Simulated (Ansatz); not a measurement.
`[SiH3][SiH2][CH2][GaH2]` and `Cl[SiH2][CH2][GaH2]` differ in one atom or group.

Ansatz, PBE0-D4/def2-TZVP geometries, multiplicity 1. Each molecule was computed in one conformer, which needn't be the lowest.

Scalar relativity is left out up to krypton.

```
                                          property  `[SiH3][SiH2][CH2][GaH2]`
size of the dipole moment (ωB97M-V/def2-TZVPP) / D                       0.90
               LUMO energy (B3LYP/def2-TZVPP) / eV                      -1.87
             HOMO–LUMO gap (B3LYP/def2-TZVPP) / eV                       5.48
                LUMO energy (PBE0/def2-TZVPP) / eV                      -1.60
              HOMO–LUMO gap (PBE0/def2-TZVPP) / eV                       5.94
  size of the dipole moment (B3LYP/def2-TZVPP) / D                       0.88
```

**Question.** What does the change do to each property? (An estimate is asked.)

**Answer.** Computed: 
| property | `Cl[SiH2][CH2][GaH2]` | shift |
| --- | --- | --- |
| size of the dipole moment (ωB97M-V/def2-TZVPP) / D | 1.98 | 1.08 |
| LUMO energy (B3LYP/def2-TZVPP) / eV | -1.10 | 0.77 |
| HOMO–LUMO gap (B3LYP/def2-TZVPP) / eV | 6.60 | 1.12 |
| LUMO energy (PBE0/def2-TZVPP) / eV | -0.87 | 0.73 |
| HOMO–LUMO gap (PBE0/def2-TZVPP) / eV | 7.06 | 1.12 |
| size of the dipole moment (B3LYP/def2-TZVPP) / D | 1.99 | 1.11 |

With PBE0 the HOMO falls by 0.39 eV and the LUMO rises by 0.73 eV, so the gap widens by about 1.12 eV. PBE moves the HOMO by -0.28 eV and ωB97M-V by -0.53 eV. Dipoles are sizes alone; their direction can turn.

B3LYP here is the variant with VWN-RPA as its local correlation; programs differ in this.
